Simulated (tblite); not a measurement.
Compound: C2H14ClNSi4.
Numbering: `[CH3:1][CH2:2][SiH2:3][Si@H:4]([Cl:5])[N:6]([SiH3:7])[SiH3:8]` (hydrogens: H9, H10, H11 on C1; H12, H13 on C2; H14, H15 on Si3; H16 on Si4; H17, H18, H19 on Si7; H20, H21, H22 on Si8)

Computed geometry: GFN2-xTB, gas phase.

(1) List the bond lengths, angles and torsions at this level.

Results:

(1) 
| bond | length (pm) | order |
| --- | --- | --- |
| C1–C2 | 152.5 | single |
| C2–Si3 | 190.9 | single |
| Si3–Si4 | 231.2 | single |
| Si4–Cl5 | 202.5 | single |
| Si4–N6 | 175.0 | single |
| N6–Si7, N6–Si8 | 174.5 | single |
| C1–H9, C1–H10, C1–H11 | 108.9 | single |
| C2–H12 | 109.2 | single |
| C2–H13 | 109.1 | single |
| Si3–H14 | 147.3 | single |
| Si3–H15 | 147.5 | single |
| Si4–H16 | 146.5 | single |
| Si7–H17 and 5 like bonds | 146.3 | single |

Bonds in one row agree within 1 pm and their mean is given. Orders are formal, as drawn. A selection of angles:
| angle | degrees |
| --- | --- |
| C1–C2–Si3 | 112.5 |
| C2–Si3–Si4 | 109.8 |
| Si3–Si4–Cl5 | 112.4 |
| Si3–Si4–N6 | 109.9 |
| Cl5–Si4–N6 | 107.6 |
| Si4–N6–Si7 | 120.1 |
| Si4–N6–Si8 | 123.0 |
| Si7–N6–Si8 | 116.7 |

Torsions: C1–C2–Si3–Si4 56° (synclinal); C2–Si3–Si4–Cl5 147° (anticlinal); Si3–Si4–N6–Si7 67° (synclinal).

Of the pairs four or more bonds apart, Si8···H9 is among the closest relative to their van der Waals radii: 3.08 Å, 93 % of the sum of Bondi's values. Si4 (chlorine-bound silicon) is distorted tetrahedral (angles from 103.6° to 117.2°). N6 (nitrogen bridging silicon atoms) is planar (angles 123.0°, 120.1° and 116.7°, sum 359.8°, 0.04 Å off the plane of its three neighbours). Si3 (SiH2 silicon) is distorted tetrahedral (angles from 105.4° to 114.6°). Si7 (SiH3 silicon) is tetrahedral (angles from 107.0° to 111.4°).

Point group: C1 (no symmetry element, even within 0.4 Å). Its GFN2-xTB frequencies are all real (lowest 22 cm⁻¹). One conformer, not necessarily the lowest.

On one thread of an Arm Neoverse V2, no GPU, shared host, this took 2.4 s of wall time. These figures are those of the optimisation.
